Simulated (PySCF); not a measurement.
Geometry:
```json
{"atom": "C1", "x (Å)": "1.790", "y (Å)": "-1.683", "z (Å)": "-0.988"}
{"atom": "N2", "x (Å)": "1.317", "y (Å)": "-0.537", "z (Å)": "-1.151"}
{"atom": "C3", "x (Å)": "0.662", "y (Å)": "0.134", "z (Å)": "-0.066"}
{"atom": "C4", "x (Å)": "1.141", "y (Å)": "1.550", "z (Å)": "0.009"}
{"atom": "N5", "x (Å)": "1.141", "y (Å)": "2.155", "z (Å)": "1.107"}
{"atom": "C6", "x (Å)": "-0.831", "y (Å)": "0.160", "z (Å)": "-0.369"}
{"atom": "C7", "x (Å)": "-1.624", "y (Å)": "-1.114", "z (Å)": "-0.048"}
{"atom": "Si8", "x (Å)": "-2.080", "y (Å)": "0.365", "z (Å)": "1.030"}
{"atom": "H9", "x (Å)": "1.786", "y (Å)": "-2.227", "z (Å)": "-0.035"}
{"atom": "H10", "x (Å)": "2.237", "y (Å)": "-2.183", "z (Å)": "-1.835"}
{"atom": "H11", "x (Å)": "0.819", "y (Å)": "-0.360", "z (Å)": "0.908"}
{"atom": "H12", "x (Å)": "1.444", "y (Å)": "1.970", "z (Å)": "-0.958"}
{"atom": "H13", "x (Å)": "1.450", "y (Å)": "3.124", "z (Å)": "1.072"}
{"atom": "H14", "x (Å)": "-1.027", "y (Å)": "0.586", "z (Å)": "-1.347"}
{"atom": "H15", "x (Å)": "-2.283", "y (Å)": "-1.465", "z (Å)": "-0.830"}
{"atom": "H16", "x (Å)": "-1.049", "y (Å)": "-1.928", "z (Å)": "0.373"}
{"atom": "H17", "x (Å)": "-1.588", "y (Å)": "0.394", "z (Å)": "2.392"}
{"atom": "H18", "x (Å)": "-3.313", "y (Å)": "1.067", "z (Å)": "0.724"}
```

Single conformer, relativity neglected, in vacuum. Coordinates at the GFN2-xTB level; NMR shieldings at PBE0/pcSseg-1/GIAO; PySCF 2.14.

Scale: $^{13}$C, $^{1}$H, $^{29}$Si against TMS; $^{15}$N vs NH3 (reference shieldings calculated alike).

| atoms | nucleus | count | δ (ppm) |
| --- | --- | --- | --- |
| C7 | $^{13}$C | 1 | ? |
| H16 | $^{1}$H | 1 | ? |
| C6 | $^{13}$C | 1 | 23.3 |
| H15 | $^{1}$H | 1 | 0.65 |
| Si8 | $^{29}$Si | 1 | -142.3 |
| H17 | $^{1}$H | 1 | 2.84 |
| N2 | $^{15}$N | 1 | 411.9 |
| H9 | $^{1}$H | 1 | ? |
| H13 | $^{1}$H | 1 | 10.84 |
| C1 | $^{13}$C | 1 | 153.9 |
| C4 | $^{13}$C | 1 | 184.0 |
| H11 | $^{1}$H | 1 | 2.56 |
| H18 | $^{1}$H | 1 | ? |
| N5 | $^{15}$N | 1 | 350.3 |
| H10 | $^{1}$H | 1 | ? |
| C3 | $^{13}$C | 1 | 86.6 |
| H14 | $^{1}$H | 1 | 1.77 |
| H12 | $^{1}$H | 1 | ? |

Question: Complete the table.

Answer: 
- C7: 1.6 ppm, carbon bonded to C, Si, 2 H
- H12: 8.89 ppm, hydrogen on a carbon bonded to C, N
- H9: 7.65 ppm, hydrogen on a carbon bonded to N
- H10: 7.27 ppm, hydrogen on a carbon bonded to N
- H18: 2.76 ppm, hydrogen on a silicon bonded to 2 C
- H16: 0.30 ppm, hydrogen on a carbon bonded to C, Si

OH and NH positions are those of a molecule without intermolecular hydrogen bonds; in solution they move with solvent, concentration and temperature, and exchange usually removes their couplings. Shifts are as computed. Against solution values, carbons near 30 ppm lie about +3 ppm off and those near 130 ppm about +5 ppm. Of 1309 compounds with measured shifts, 239 miss one by over three times the rms of a fit or turn the order of signals round; such compounds aren't used in these exercises. Experimental scales use liquid or dissolved standards, which lie at an offset from isolated NH3 (liquid NH3: subtract about 20 ppm). Unscaled 15N shifts of sp2 nitrogen come out 20 to 40 ppm too high even then.
